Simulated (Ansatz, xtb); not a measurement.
**Two isomers of C5H6O3**

Structure I is `C=C[C@@H]1COC(=O)O1`, a singlet and structure II is `O=C1C=C(CO)CO1`, a singlet. Both are isolated molecules in the gas phase, relaxed with B3LYP-D3(BJ)/def2-SVP; the shapes shown needn't be the lowest conformers.

I (Å):

```yaml
atoms:
  - { symbol: C, position_ang: [0.5117, -0.0617, -1.9106] }
  - { symbol: C, position_ang: [1.3515, -0.0479, -0.8753] }
  - { symbol: C, position_ang: [1.0251, 0.4991, 0.4875] }
  - { symbol: C, position_ang: [0.9829, -0.5805, 1.5944] }
  - { symbol: C, position_ang: [-1.1318, 0.1479, 1.1632] }
  - { symbol: O, position_ang: [-0.4074, -0.8560, 1.7158] }
  - { symbol: O, position_ang: [-2.3141, 0.2504, 1.2152] }
  - { symbol: O, position_ang: [-0.2998, 1.0271, 0.5419] }
  - { symbol: H, position_ang: [0.8111, -0.4839, -2.8728] }
  - { symbol: H, position_ang: [-0.4950, 0.3555, -1.8285] }
  - { symbol: H, position_ang: [2.3656, -0.4543, -0.9724] }
  - { symbol: H, position_ang: [1.7244, 1.3094, 0.7493] }
  - { symbol: H, position_ang: [1.5123, -1.5033, 1.3212] }
  - { symbol: H, position_ang: [1.3676, -0.2061, 2.5573] }
```

II (Å):

```csv
atom,x (Å),y (Å),z (Å)
C,1.1336,2.5659,-0.4513
C,0.1449,1.6284,0.1348
C,0.6379,0.3846,0.0704
C,0.0097,-0.8850,0.5325
C,1.9987,0.4463,-0.5723
O,1.0889,3.7548,-0.5888
O,-1.2515,-0.6135,1.0847
O,2.2183,1.8157,-0.8572
H,-0.8138,1.9425,0.5393
H,-0.0488,-1.5800,-0.3337
H,0.6960,-1.3675,1.2626
H,-1.6469,-1.4426,1.3790
H,2.0460,-0.1407,-1.5077
H,2.7947,0.0732,0.0976
```

Quicker runs give these differences E(II) − E(I): GFN2-xTB +11.51 kcal/mol; HF/STO-3G +9.99 kcal/mol (at GFN2-xTB geometries); r2SCAN-D4/def2-SVP +0.35 kcal/mol (at GFN2-xTB geometries).

**Question.** Estimate E(II) − E(I) at the level CCSD(T)/def2-SVP + ΔMP2/def2-TZVPP.

**Answer.** Too close to call at this level: CCSD(T)/def2-SVP + ΔMP2/def2-TZVPP gives E(II) − E(I) = +0.42 kcal/mol.

The same difference at several levels:

```json
{"level": "GFN2-xTB", "geometry": "GFN2-xTB", "E(II) − E(I) (kcal/mol)": "+11.51", "departure from the last row (kcal/mol)": "+11.09", "job, with rough time for the two": "optimisation, 0.16 s"}
{"level": "HF/STO-3G", "geometry": "GFN2-xTB", "E(II) − E(I) (kcal/mol)": "+9.99", "departure from the last row (kcal/mol)": "+9.57", "job, with rough time for the two": "single point, 0.42 s"}
{"level": "r2SCAN-D4/def2-SVP", "geometry": "GFN2-xTB", "E(II) − E(I) (kcal/mol)": "+0.35", "departure from the last row (kcal/mol)": "−0.06", "job, with rough time for the two": "single point, 3.9 s"}
{"level": "B3LYP-D3(BJ)/def2-SVP", "geometry": "B3LYP-D3(BJ)/def2-SVP", "E(II) − E(I) (kcal/mol)": "+2.01", "departure from the last row (kcal/mol)": "+1.59", "job, with rough time for the two": "optimisation, 47 s"}
{"level": "HF/def2-SVP", "geometry": "B3LYP-D3(BJ)/def2-SVP", "E(II) − E(I) (kcal/mol)": "+3.13", "departure from the last row (kcal/mol)": "+2.72", "job, with rough time for the two": "part of the CCSD(T) run"}
{"level": "MP2/def2-SVP", "geometry": "B3LYP-D3(BJ)/def2-SVP", "E(II) − E(I) (kcal/mol)": "+1.60", "departure from the last row (kcal/mol)": "+1.18", "job, with rough time for the two": "part of the CCSD(T) run"}
{"level": "CCSD(T)/def2-SVP", "geometry": "B3LYP-D3(BJ)/def2-SVP", "E(II) − E(I) (kcal/mol)": "+3.02", "departure from the last row (kcal/mol)": "+2.61", "job, with rough time for the two": "single point"}
{"level": "CCSD(T)/def2-SVP + ΔMP2/def2-TZVPP", "geometry": "B3LYP-D3(BJ)/def2-SVP", "E(II) − E(I) (kcal/mol)": "+0.42", "departure from the last row (kcal/mol)": "", "job, with rough time for the two": "single point, 92 s"}
```

As drawn, II has 1 C–C, 1 O–H in place of 1 C–O, 1 C–H.

The largest departure from CCSD(T)/def2-SVP + ΔMP2/def2-TZVPP is that of GFN2-xTB, 11.09 kcal/mol. The last row adds to CCSD(T) the change of the MP2 difference between the two basis sets, here −2.61 kcal/mol.

With thermal terms from frequencies at re-optimised GFN2-xTB minima (ideal gas, soft modes damped towards free rotors, one conformer each, 298.15 K, 1 atm): the zero-point term adds −0.58 kcal/mol; ΔH is +0.01 and ΔG −0.18 kcal/mol.

The correlated steps freeze 8 core orbitals. Mirror images aren't counted in ΔG. Programs: Ansatz 0.2.0, xtb 6.7.1; the last row on 4 threads of Arm Neoverse V1 on a shared host.
